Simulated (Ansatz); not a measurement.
Consider the ligand exchange at a Ga–C bond: `C=[C]([GaH2])OC` + arsine → `[GaH2][AsH2]` + `C=COC`.

Computed with Ansatz on PBE0-D4/def2-TZVP structures; ΔE is electronic, products minus reactants. CCSD(T)/CBS adds triple-zeta CCSD(T) − MP2 to the extrapolated MP2 energy (def2 sets, frozen cores). DFT in def2-TZVPP. B3LYP here is the variant with VWN-RPA as its local correlation; programs differ in this. For As, Ga outer-core shells are correlated without core-valence functions, which leaves a few kJ/mol of doubt a bond. Scalar relativity is left out up to krypton. One conformer a species, not always the lowest.

Question: Is it downhill or uphill in electronic energy at CCSD(T)/CBS, and by how much? (Estimate.)

Answer: Ansatz gave: Downhill: ΔE = -67.3 kJ/mol.

Question: What do these levels give: B3LYP-D4, r2SCAN0-D4, BHLYP-D4, ωB97M-V, B2PLYP, PBE-QIDH, RPA@PBE/def2-TZVPP, MP2/def2-SVP, SCS-MP2/def2-TZVPP, CCSD/def2-TZVPP, CCSD(T)/def2-TZVPP, HF/CBS(def2)? (Estimate.)

Answer: Ansatz gave: B3LYP-D4 -69.6, r2SCAN0-D4 -75.9, BHLYP-D4 -73.8, ωB97M-V -68.7, B2PLYP -70.9, PBE-QIDH -74.4, RPA@PBE/def2-TZVPP -60.1, MP2/def2-SVP -63.6, SCS-MP2/def2-TZVPP -66.1, CCSD/def2-TZVPP -68.3, CCSD(T)/def2-TZVPP -66.1, HF/CBS(def2) -77.8 kJ/mol.

Question: What do rigid-rotor, harmonic-oscillator terms from PBE0-D4/def2-TZVP frequencies (298.15 K, 1 bar) make of the CCSD(T)/CBS value? (Estimate.)

Answer: Computed: ΔZPE = +10.5 kJ/mol, ΔH = -58.2 kJ/mol, ΔS = 15 J/(mol·K), ΔG = -62.6 kJ/mol.

Largest T1 diagnostic among the species: 0.013.

In def2-TZVPP, CCSD(T) changes the Hartree–Fock value by +12.3 kJ/mol (the triples alone add +2.2 kJ/mol) and MP2 by +10.9 kJ/mol. From BLYP to BHLYP (50 % exact exchange), in def2-TZVPP and without D4, ΔE moves by −4.8 kJ/mol. Leaving LDA and LC-ωPBE aside and taking each functional with its dispersion term where it has one, the values, not all of them listed here, spread over 10.4 kJ/mol, from r2SCAN0-D4 to BLYP-D4. LDA lies +4.7 kJ/mol from PBE without D4.
